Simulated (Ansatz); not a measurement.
Relaxation of FH$_{8}$NSi$_{3}$ (13 atoms, charge 0, multiplicity 1), to a largest force component of 0.02 eV/Å in at most 50 steps.

Computed with Ansatz, RKS PBE0/def2-SVP.

```xyz
13
Properties=species:S:1:pos:R:3
F -2.027 0.351 0.472
Si -1.020 1.533 0.833
N 0.383 0.738 1.220
Si 1.222 0.062 -0.139
Si 0.086 -1.762 -1.184
H 0.580 1.640 1.698
H -0.802 2.471 -0.295
H 0.240 0.035 1.910
H 1.441 1.145 -1.072
H 2.459 -0.438 0.381
H -1.167 -1.305 -1.831
H -0.245 -2.773 -0.128
H 0.933 -2.347 -2.195
```

Task: Where does it end, and by what steps?

Result: It converged. After 15 steps the energy has fallen by 2.790 eV; H7 moved furthest, 0.94 Å.

```tsv
step	energy less start (eV)	largest force component (eV/Å)	accepted
0	0.0000	6.690	yes
1	-1.6593	4.151	yes
2	-2.4160	1.402	yes
3	-2.6441	0.683	yes
4	-2.6850	1.027	yes
5	-2.7362	0.274	yes
6	-2.7508	0.165	yes
7	-2.7611	0.218	yes
8	-2.7704	0.311	yes
9	-2.7779	0.296	yes
10	-2.7846	0.247	yes
11	-2.7890	0.106	yes
12	-2.7891	0.066	yes
13	-2.7902	0.038	yes
14	-2.7902	0.034	yes
15	-2.7903	0.008	yes
```

```xyz
13
Properties=species:S:1:pos:R:3
F -1.832 -0.154 0.649
Si -1.441 1.488 0.757
N 0.443 0.886 1.297
Si 1.276 0.089 -0.124
Si -0.087 -1.506 -1.169
H 0.979 1.672 1.672
H -0.888 1.625 -0.690
H 0.300 0.238 2.076
H 1.728 1.222 -0.977
H 2.500 -0.589 0.426
H -1.230 -0.918 -1.913
H -0.506 -2.547 -0.187
H 0.844 -2.157 -2.149
```

Run time: 52 s on 2 threads of Arm Neoverse V2, on a shared host, peak memory 0.3 GiB.
